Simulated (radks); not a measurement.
The numbers below are computed, except where a source is named.
K I, configuration [Ar] 4s1.

Level of theory: non-relativistic Kohn-Sham, LB94 model potential, spin-polarised, spherical densities, point nucleus; open shells are filled with parallel spins first (a radial shooting solver on a logarithmic mesh with Libxc functionals).

Energy parts (hartree):
part                   energy
kinetic             602.62512
electron-nucleus  -1428.12399
Hartree             259.15262
(The LB94 potential has no energy functional, so no total or exchange-correlation energy is given.)

Orbitals (lengths in bohr, moments of r in powers of bohr; r(90%) holds 90 % of the orbital's charge):
| orbital | occ. | eigenvalue (hartree) | r(90%) |
|---|---|---|---|
| 1s up | 1 | -130.7968 | 0.145 |
| 1s down | 1 | -130.7954 | 0.145 |
| 2s up | 1 | -13.51857 | 0.604 |
| 2s down | 1 | -13.51791 | 0.604 |
| 2p up | 3 | -10.93730 | 0.576 |
| 2p down | 3 | -10.93655 | 0.576 |
| 3s up | 1 | -1.47306 | 1.93 |
| 3s down | 1 | -1.47142 | 1.94 |
| 3p down | 3 | -0.88893 | 2.27 |
| 3p up | 3 | -0.88587 | 2.22 |
| 4s down | 0 | -0.24139 | 6.20 |
| 4s up | 1 | -0.18069 | 6.77 |
| 4p down | 0 | -0.15649 | 7.95 |
| 3d down | 0 | -0.14744 | 5.95 |
| 4p up | 0 | -0.10862 | 9.37 |
| 3d up | 0 | -0.10843 | 5.88 |
| 5s down | 0 | -0.08519 | 13.5 |
| 5s up | 0 | -0.06579 | 15.4 |
| 4f down | 0 | -0.03532 | 20.1 |
| 4f up | 0 | -0.02709 | 27.1 |

The highest occupied level is 4s up at -4.917 eV. The configuration is held as typed, so some empty levels lie below it. Spin moment in Bohr magnetons: 1. The spin density at the nucleus is 1.942 e/bohr^3 (1s 0.027, 2s 0.041, 3s 0.134, 4s 1.740), a Fermi contact field of 102 T. Summed over all electrons, <r^2> = 42.51 bohr^2, which gives a Langevin (diamagnetic) susceptibility term of -33.7 x 10^-6 cm^3/mol. The density falls to 0.001 e/bohr^3 at r = 4.40 bohr. The electron density at the nucleus is 4547 e/bohr^3.
